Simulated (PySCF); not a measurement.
B(I)2(Me) (CH3BI2), SMILES B(I)(C)I.

Geometry optimised at B3LYP-D3(BJ)/def2-SVP. The def2 effective core potentials stand for the cores of I; spin–orbit coupling is left out.

Two levels are set side by side: TDA-PBE/def2-SVPD (PySCF) and TDA-ωB97X/def2-SVPD (PySCF). Vertical, same geometry. The lowest singlet is HOMO→LUMO 100 % with PBE and HOMO→LUMO 99 % with the other functional; states are paired by order. Differences are taken from unrounded values.

| quantity | TDA-ωB97X |
|---|---|
| lowest singlet excitation (eV) | 4.52 |
| lowest triplet excitation (TDA) (eV) | 4.38 |
| first bright state (f over 0.05) (eV) | 5.29 |
| its oscillator strength | 0.16 |

Q: What does TDA-PBE give, and how far is it from TDA-ωB97X? (The exact figures need the calculation; the answer reports its results.)

A: 
```
quantity                               TDA-PBE  TDA-PBE minus TDA-ωB97X
-------------------------------------  -------  -----------------------
lowest singlet excitation (eV)            3.51                    -1.00
lowest triplet excitation (TDA) (eV)      3.37                    -1.01
first bright state (f over 0.05) (eV)     4.46                    -0.82
its oscillator strength                   0.13                    -0.03
```

A lower first singlet is the usual sign of a functional without exact exchange. Differences between two approximate levels are no errors against the true value.

Rough cost on one machine, each run with all the roots and properties that it gave: TDA-ωB97X against TDA-PBE about 4 times.
